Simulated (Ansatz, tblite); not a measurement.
Removing and adding an electron: Al2Cu. Charge 0, multiplicity 2. Geometry: PBE0-D4/def2-TZVP. Ansatz, gas phase; energy differences of separate SCF runs; the oxidised species is a singlet (the triplet lies 0.87 eV higher at PBE0-D4/def2-TZVP); the reduced species is a triplet (the singlet lies 0.41 eV higher at PBE0-D4/def2-TZVPD).

```xyz
3

Al   -0.167    0.030    1.421
Al    0.074   -1.234   -0.722
Cu    0.093    1.203   -0.700
```

The xTB rows come from tblite. The structure comes from a short search, and lower isomers may exist.

Question: Estimate orbital energies and vertical ionisation energies and electron affinities at: GFN1-xTB; GFN2-xTB; PBE-D4/def2-TZVP; PBE-D4/def2-TZVPD; r2SCAN-D4/def2-TZVP; r2SCAN-D4/def2-TZVPD; PBE0-D4/def2-TZVP; PBE0-D4/def2-TZVPD.

Answer: 
```
               level  −HOMO (eV)  vertical IE (eV)  −LUMO (eV)  vertical EA (eV)  HOMO–LUMO gap (eV)  IE − EA (eV)                                     remarks
            GFN1-xTB           –              9.90           –              3.43                   –          6.47                                           –
            GFN2-xTB           –              9.71           –              3.06                   –          6.65                                           –
    PBE-D4/def2-TZVP        4.01              6.44        3.57                 –                0.45             –  restricted SCF unstable in HF (+1 singlet)
   PBE-D4/def2-TZVPD        4.03                 –        3.58              1.42                0.45             –                HOMO above zero (-1 triplet)
 r2SCAN-D4/def2-TZVP        4.27              6.56        3.49                 –                0.78             –  restricted SCF unstable in HF (+1 singlet)
r2SCAN-D4/def2-TZVPD        4.28                 –        3.49              1.49                0.78             –                HOMO above zero (-1 triplet)
   PBE0-D4/def2-TZVP        4.74              6.42        2.91                 –                1.83             –  restricted SCF unstable in HF (+1 singlet)
  PBE0-D4/def2-TZVPD        4.74                 –        2.92              1.48                1.82             –                                           –
```

Relaxing the oxidised species (PBE0-D4/def2-TZVP) changes its energy by -0.10 eV at PBE0-D4/def2-TZVP, so the adiabatic ionisation energy to this nearest minimum is 6.31 eV. At PBE-D4/def2-TZVP it is 6.33 eV.  Run but left out: HF/def2-TZVPP, MP2/def2-TZVPP, CCSD/def2-TZVPP, CCSD(T)/def2-TZVPP (doublet: ⟨S²⟩ 1.73, where a pure state has 0.75).   A HOMO above zero means that the electron is unbound at that level or that self-interaction error raises the level; the energy of removing that electron tells which. HOMO and LUMO are the levels of the spin that leaves or enters (xTB has no such levels and no spin-polarisation term). Other spin states of the ions may lie lower, which would lower the ionisation energy or raise the affinity. Raw xTB energy differences between charge states are shifted by several eV; the methods need an empirical correction for them.
